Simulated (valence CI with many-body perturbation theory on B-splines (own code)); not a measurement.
**Er XXXVI: electric-dipole lines**

Computed by valence CI with perturbative core correlation (CI+MBPT): five valence electrons over a frozen Dirac-Fock core [Ar] 3d10, a basis of 9 s, 9 p, 8 d, 6 f, 3 g, 1 h functions for each j, with the one-electron correlation potential Σ1, the two-electron term Σ2, the three-electron term Σ3, Breit, model QED; selected CI, second order for the rest (own B-spline code, finite nucleus).

The last digits are not significant, and no measured levels were compared; by estimate large intervals hold to a few tenths of a per cent, small ones and those within an open d or f shell to about a per cent. Among the levels kept, up to 300 cm⁻¹ of a level comes from second order outside the variational space, and about a tenth of that is noise between levels of different J, which matters for small intervals.

Lines 1 to 50 of 218 in falling wavelength, among levels below 293.83 eV, chosen from the strongest by gf and those to the six lowest levels. Wavelengths and rates use the calculated energies. Electric multipoles are in the length gauge, E1 and E2 with the static RPA response of the core. Weak lines are less certain than strong ones. Lines between different terms over intervals too small for the method are left out, as are lines whose strength nearly cancels. The highest levels of a list are the least certain.

Levels are named by their leading jj configuration (3d3/2^4 stands for four electrons in 3d with j = 3/2), which in mixed levels can hold well under half, so a name can repeat and another be missing. Letters in brackets count levels of one name in rising energy.

| λ vac (nm) | Upper | Lower | A (s⁻¹) | log gf | Branch % |
| --- | --- | --- | --- | --- | --- |
| 118.5 | (4s^2 4p1/2^2 4d3/2) J=3/2 | (4s^2 4p3/2^3) J=3/2 | 5.46e+04 | -4.34 | 0.0 |
| 89.57 | (4s 4p1/2^2 4p3/2^2) J=5/2 | (4s^2 4p3/2^3) J=3/2 | 1.49e+05 | -3.97 | 0.0 |
| 42.21 | (4s 4p1/2^2 4p3/2^2) J=1/2 | (4s^2 4p3/2^3) J=3/2 | 1.11e+07 | -3.23 | 0.0 |
| 38.81 | (4s^2 4p1/2^2 4d5/2) J=5/2 | (4s^2 4p3/2^3) J=3/2 | 1.88e+05 | -4.59 | 0.0 |
| 38.74 | (4s 4p1/2^2 4p3/2^2) J=3/2 | (4s^2 4p3/2^3) J=3/2 | 2.71e+07 | -2.61 | 0.0 |
| 19.74 | (4s 4p1/2^2 4p3/2 4d3/2) J=5/2 [a] | (4s^2 4p1/2 4p3/2 4d3/2) J=3/2 [b] | 1.50e+09 | -1.28 | 6.0 |
| 19.50 | (4s 4p1/2^2 4p3/2 4d3/2) J=3/2 [b] | (4s^2 4p1/2 4p3/2 4d5/2) J=5/2 [a] | 3.05e+08 | -2.16 | 0.2 |
| 19.33 | (4s 4p1/2^2 4p3/2 4d3/2) J=1/2 [b] | (4s^2 4p1/2 4p3/2 4d5/2) J=3/2 [c] | 8.79e+08 | -2.01 | 0.3 |
| 19.30 | (4s 4p1/2^2 4p3/2 4d3/2) J=3/2 [a] | (4s^2 4p1/2 4p3/2 4d3/2) J=1/2 [b] | 4.49e+08 | -2.00 | 1.2 |
| 19.30 | (4s 4p1/2^2 4p3/2 4d3/2) J=1/2 [a] | (4s^2 4p1/2 4p3/2 4d3/2) J=1/2 [b] | 1.01e+09 | -1.95 | 4.9 |
| 19.03 | (4s 4p1/2^2 4p3/2 4d3/2) J=7/2 | (4s^2 4p1/2 4p3/2 4d5/2) J=9/2 | 2.08e+08 | -2.04 | 1.7 |
| 19.03 | (4s^2 4p1/2 4p3/2 4d3/2) J=3/2 [a] | (4s^2 4p3/2^3) J=3/2 | 3.83e+07 | -3.08 | 0.2 |
| 18.89 | (4s^2 4p1/2 4p3/2 4d3/2) J=5/2 [a] | (4s^2 4p3/2^3) J=3/2 | 1.21e+08 | -2.41 | 3.4 |
| 18.85 | (4s 4p1/2^2 4p3/2 4d3/2) J=5/2 [b] | (4s^2 4p1/2 4p3/2 4d5/2) J=7/2 [b] | 6.34e+08 | -1.69 | 0.7 |
| 18.82 | (4s^2 4p1/2 4p3/2 4d3/2) J=1/2 [a] | (4s^2 4p3/2^3) J=3/2 | 1.85e+08 | -2.71 | 2.7 |
| 18.78 | (4s 4p1/2^2 4p3/2 4d3/2) J=7/2 | (4s^2 4p1/2 4p3/2 4d3/2) J=5/2 [b] | 3.20e+09 | -0.87 | 25.5 |
| 18.74 | (4s^2 4p1/2^2 4d3/2) J=3/2 | (4s^2 4p1/2 4p3/2^2) J=1/2 | 1.87e+06 | -4.40 | 0.1 |
| 18.34 | (4s 4p1/2^2 4p3/2 4d3/2) J=5/2 [b] | (4s^2 4p1/2 4p3/2 4d5/2) J=5/2 [a] | 3.74e+08 | -1.95 | 0.4 |
| 18.33 | (4s 4p1/2^2 4p3/2 4d5/2) J=5/2 | (4s^2 4p1/2 4p3/2 4d5/2) J=5/2 [b] | 3.99e+08 | -1.92 | 0.3 |
| 18.22 | (4s 4p1/2^2 4p3/2 4d5/2) J=3/2 | (4s^2 4p1/2 4p3/2 4d5/2) J=3/2 [b] | 8.40e+08 | -1.78 | 0.7 |
| 17.87 | (4s 4p1/2^2 4p3/2 4d5/2) J=5/2 | (4s^2 4p1/2 4p3/2 4d5/2) J=3/2 [b] | 1.01e+09 | -1.54 | 0.7 |
| 17.60 | (4s 4p1/2 4p3/2^3) J=3/2 | (4s^2 4p3/2^3) J=3/2 | 9.43e+08 | -1.76 | 4.2 |
| 17.23 | (4s 4p1/2^2 4p3/2 4d5/2) J=7/2 | (4s^2 4p1/2 4p3/2 4d5/2) J=5/2 [b] | 3.34e+09 | -0.92 | 1.5 |
| 17.17 | (4s^2 4p1/2^2 4d3/2) J=3/2 | (4s^2 4p1/2 4p3/2^2) J=5/2 | 9.09e+08 | -1.79 | 43.8 |
| 17.03 | (4s 4p1/2^2 4p3/2 4d5/2) J=5/2 | (4s^2 4p1/2 4p3/2 4d5/2) J=5/2 [a] | 1.79e+09 | -1.33 | 1.2 |
| 16.98 | (4s 4p1/2^2 4p3/2 4d3/2) J=3/2 [b] | (4s^2 4p1/2 4p3/2 4d3/2) J=3/2 [b] | 3.15e+09 | -1.26 | 2.5 |
| 16.94 | (4s 4p1/2^2 4p3/2 4d5/2) J=3/2 | (4s 4p1/2 4p3/2^3) J=1/2 | 1.01e+09 | -1.76 | 0.8 |
| 16.81 | (4s 4p1/2^2 4p3/2 4d3/2) J=3/2 [b] | (4s^2 4p1/2 4p3/2 4d3/2) J=5/2 [b] | 1.06e+09 | -1.74 | 0.8 |
| 16.80 | (4s 4p1/2^2 4p3/2 4d3/2) J=3/2 [b] | (4s^2 4p1/2 4p3/2 4d3/2) J=1/2 [b] | 8.66e+08 | -1.83 | 0.7 |
| 16.72 | (4s 4p1/2^2 4p3/2 4d3/2) J=1/2 [b] | (4s 4p1/2 4p3/2^3) J=1/2 | 7.31e+08 | -2.21 | 0.3 |
| 16.59 | (4s 4p1/2^2 4p3/2 4d5/2) J=9/2 | (4s^2 4p1/2 4p3/2 4d5/2) J=9/2 | 4.55e+09 | -0.73 | 32.1 |
| 16.47 | (4s 4p1/2^2 4p3/2 4d5/2) J=7/2 | (4s^2 4p1/2 4p3/2 4d5/2) J=7/2 [b] | 3.92e+09 | -0.89 | 1.8 |
| 16.40 | (4s 4p1/2^2 4p3/2^2) J=5/2 | (4s^2 4p1/2 4p3/2^2) J=5/2 | 4.39e+09 | -0.97 | 28.4 |
| 16.33 | (4s 4p1/2^2 4p3/2 4d3/2) J=5/2 [a] | (4s^2 4p1/2 4p3/2 4d3/2) J=7/2 | 1.71e+09 | -1.39 | 6.9 |
| 16.31 | (4s 4p1/2 4p3/2^3) J=5/2 | (4s^2 4p3/2^3) J=3/2 | 3.91e+09 | -1.03 | 35.8 |
| 16.27 | (4s 4p1/2^2 4p3/2 4d5/2) J=3/2 | (4s^2 4p1/2 4p3/2 4d5/2) J=3/2 [a] | 2.04e+09 | -1.49 | 1.7 |
| 16.18 | (4s 4p1/2^2 4p3/2 4d3/2) J=3/2 [a] | (4s 4p1/2 4p3/2^3) J=3/2 | 4.36e+08 | -2.16 | 1.2 |
| 16.10 | (4s^2 4p1/2^2 4d3/2) J=3/2 | (4s^2 4p1/2 4p3/2^2) J=3/2 | 1.60e+08 | -2.60 | 7.7 |
| 16.09 | (4s 4p1/2^2 4p3/2 4d3/2) J=5/2 [b] | (4s^2 4p1/2 4p3/2 4d3/2) J=3/2 [b] | 1.03e+09 | -1.62 | 1.1 |
| 16.08 | (4s 4p1/2^2 4p3/2 4d5/2) J=7/2 | (4s^2 4p1/2 4p3/2 4d5/2) J=5/2 [a] | 1.62e+09 | -1.30 | 0.7 |
| 15.99 | (4s 4p1/2^2 4p3/2 4d5/2) J=5/2 | (4s^2 4p1/2 4p3/2 4d5/2) J=3/2 [a] | 2.65e+09 | -1.21 | 1.8 |
| 15.94 | (4s 4p1/2^2 4p3/2 4d3/2) J=5/2 [b] | (4s^2 4p1/2 4p3/2 4d3/2) J=5/2 [b] | 2.21e+09 | -1.30 | 2.3 |
| 15.81 | (4s 4p1/2^2 4p3/2 4d3/2) J=7/2 | (4s^2 4p1/2 4p3/2 4d3/2) J=7/2 | 5.49e+09 | -0.78 | 43.8 |
| 15.51 | (4s 4p1/2^2 4p3/2 4d5/2) J=9/2 | (4s^2 4p1/2 4p3/2 4d5/2) J=7/2 [a] | 9.58e+09 | -0.46 | 67.7 |
| 15.42 | (4s 4p1/2^2 4p3/2^2) J=5/2 | (4s^2 4p1/2 4p3/2^2) J=3/2 | 7.13e+09 | -0.82 | 46.1 |
| 15.35 | (4s 4p1/2^2 4p3/2 4d3/2) J=5/2 [a] | (4s^2 4p1/2 4p3/2 4d3/2) J=5/2 [a] | 6.15e+09 | -0.88 | 24.7 |
| 15.32 | (4s 4p1/2^2 4p3/2 4d5/2) J=3/2 | (4s^2 4p1/2 4p3/2 4d3/2) J=3/2 [b] | 6.26e+08 | -2.05 | 0.5 |
| 15.28 | (4s 4p1/2^2 4p3/2 4d3/2) J=3/2 [a] | (4s^2 4p1/2 4p3/2 4d3/2) J=1/2 [a] | 1.90e+09 | -1.57 | 5.2 |
| 15.28 | (4s 4p1/2^2 4p3/2 4d3/2) J=1/2 [a] | (4s^2 4p1/2 4p3/2 4d3/2) J=1/2 [a] | 7.74e+09 | -1.27 | 37.6 |
| 15.26 | (4s 4p1/2^2 4p3/2 4d3/2) J=5/2 [a] | (4s^2 4p1/2 4p3/2 4d3/2) J=3/2 [a] | 2.06e+09 | -1.36 | 8.3 |
